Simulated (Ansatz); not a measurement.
Consider the formal exchange of groups at the Sn–C bond: `[CH3][SnH]([CH3])[SiH3]` + `CC(Cl)Br` → `[CH3][SnH]([SiH3])[Cl]` + `CC(C)Br`.

Program: Ansatz. Geometries: PBE0-D4/def2-TZVP. ΔE: electronic, gas phase. CCSD(T)/CBS adds triple-zeta CCSD(T) − MP2 to the extrapolated MP2 energy (def2 sets, frozen cores). Functionals use def2-TZVPP. B3LYP here is the variant with VWN-RPA as its local correlation; programs differ in this. Elements past krypton have def2 core potentials. For Br, Sn outer-core shells are correlated without core-valence functions, which leaves a few kJ/mol of doubt a bond. Scalar relativity is left out up to krypton.

Question: Is it downhill or uphill in electronic energy at CCSD(T)/CBS, and by how much? (Best estimate.)

Answer: Ansatz gave: Downhill: ΔE = -36.9 kcal/mol.

Question: What do these levels give: r2SCAN-D4, B3LYP-D4, ωB97X-V, ωB97M-V, PBE, PBE0, B3LYP, CCSD(T)/def2-TZVPP, HF/def2-QZVPP, HF/CBS(def2), MP2/CBS(def2), CCSD/CBS(def2)? (Best estimate.)

Answer: Ansatz gave: r2SCAN-D4 -37.6, B3LYP-D4 -37.6, ωB97X-V -37.7, ωB97M-V -37.3, PBE -35.2, PBE0 -37.1, B3LYP -37.7, CCSD(T)/def2-TZVPP -36.0, HF/def2-QZVPP -43.7, HF/CBS(def2) -43.7, MP2/CBS(def2) -36.8, CCSD/CBS(def2) -38.0 kcal/mol.

Largest T1 diagnostic among the species: 0.011.

From PBE to PBE0 (25 % exact exchange), in def2-TZVPP and without D4, ΔE moves by −1.9 kcal/mol. In def2-TZVPP, CCSD(T) changes the Hartree–Fock value by +7.5 kcal/mol (the triples alone add +1.1 kcal/mol) and MP2 by +7.6 kcal/mol.
